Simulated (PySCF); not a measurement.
Coordinates in bohr (charge 1 multiplicity 3):
```
Ir    0.0000    0.0000   -0.0251
H     1.6274    0.0000    2.3949
H    -1.6274    0.0000    2.3949
```

Method: UPBE0/[Ir def2-TZVP with ECP60, H def2-TZVP], scalar-relativistic core potentials, density fitting, no spin–orbit coupling, PySCF.

This geometry of IrH₂⁺ is a stationary point at this level.

Q: What is the point group?

A: C2v.

Q: Is it a minimum?

A: Yes: all harmonic wavenumbers are real.

Q: Which band is strongest in the infrared?

A: 2391 cm⁻¹ (a1), 64 km/mol.

Q: What are the dipole moment and the gap between the highest occupied and lowest empty levels of either spin?

A: 0.55 D about the centre of mass and 4.13 eV.

Q: Give the ideal-gas entropy at 298.15 K and 1 bar by parts.

A: translation 174.6, rotation 55.8, vibration 1.3, spin 9.1; total 240.9 J/(mol K).

This need not be the most stable arrangement of these atoms. Open d and f shells are described by one determinant, and the ground state may have another occupation or spin. No spin–orbit coupling is included, which matters more the heavier the element.
